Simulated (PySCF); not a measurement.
# Sb²⁺ (antimony, charge +2) across methods

[Kr] 4d10 5s1 5p2, high-spin 4P determinant (an excited configuration). All numbers are calculated (PySCF 2.14, scalar relativity through the core potential, in aug-cc-pVQZ-PP with ECP28MDF (7s7p5d3f2g, 92 functions)). The B2PLYP total includes its PT2 part (frozen core); its orbital energies are those of the SCF part.

| method | E (hartree) | mean ε 4d β (eV) | mean ε 5s α (eV) | mean ε 5p α (eV) | Σ⟨r²⟩ (bohr²) | ⟨S²⟩ |
| --- | --- | --- | --- | --- | --- | --- |
| B2PLYP | -238.7432 | -58.419 | -34.474 | -23.904 | 37.10 | 3.751 |
| PBE | -238.9878 | -52.459 | -31.317 | -21.707 | 37.02 | 3.751 |
| PBE0 | -239.0142 | -55.481 | -32.995 | -22.923 | 36.98 | 3.751 |
| LC-wPBE | -239.0403 | -57.879 | -36.353 | -25.727 | 36.91 | 3.751 |
| UHF | -238.16991 | -63.337 | -37.238 | -25.985 | 37.30 | 3.753 |
| LDA | -238.5953 | -52.531 | -31.585 | -21.802 | 37.03 | 3.751 |
| r2SCAN | -239.1012 | -53.217 | -31.964 | -22.125 | 36.84 | 3.752 |
| TPSSh | -238.9253 | -53.711 | -32.014 | -22.228 | 36.99 | 3.751 |

Energies and moments cover only the electrons outside the core potential.
